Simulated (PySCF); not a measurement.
Structure with atom numbers: `[CH:1]#[C:2][CH2:3]/[P:4]=[P:5]/[CH2:6][C:7]([F:8])([F:9])[F:10]`; H(Xn) means a hydrogen on atom n.

- PBE0/pcSseg-1 with gauge-including orbitals
- structure optimised with GFN2-xTB
- run in PySCF 2.14.0 with density-fitted response routines
- gas phase, one averaged value for each set of equivalent atoms, a single conformation, non-relativistic

Referencing at the same level of theory: TMS for 13C (186.93 ppm), 1H (31.72 ppm); 31P (318.38 ppm) against H3PO4; CFCl3 for 19F (170.95 ppm).

```tsv
atoms	nucleus	count	δ (ppm)
P4	31P	1	693.0
C6	13C	1	43.8
C3	13C	1	25.3
P5	31P	1	?
C1	13C	1	82.1
F8/F9/F10	19F	3	?
H(C6)	1H	2	3.92
H(C3)	1H	2	?
H(C1)	1H	1	1.86
C7	13C	1	133.6
C2	13C	1	85.8
```

Question: Fill in the missing shifts.

Answer: 
- H(C3): 4.01 ppm, hydrogen on a propargylic sp3 CH2 bonded to P
- P5: 627.3 ppm, phosphorus bonded to C, P
- F8/F9/F10: -73.2 ppm, fluorine of a CF3 group

Shifts are as computed. Against solution values, carbons near 30 ppm lie about +3 ppm off and those near 130 ppm about +5 ppm. Of 1211 compounds with measured shifts, 218 miss one by over three times the rms of a fit or turn the order of signals round; such compounds aren't used in these exercises. Unscaled 19F shifts against computed CFCl3 carry errors that often reach 10 to 50 ppm. Experimental scales use liquid or dissolved standards, which lie at an offset from isolated H3PO4.
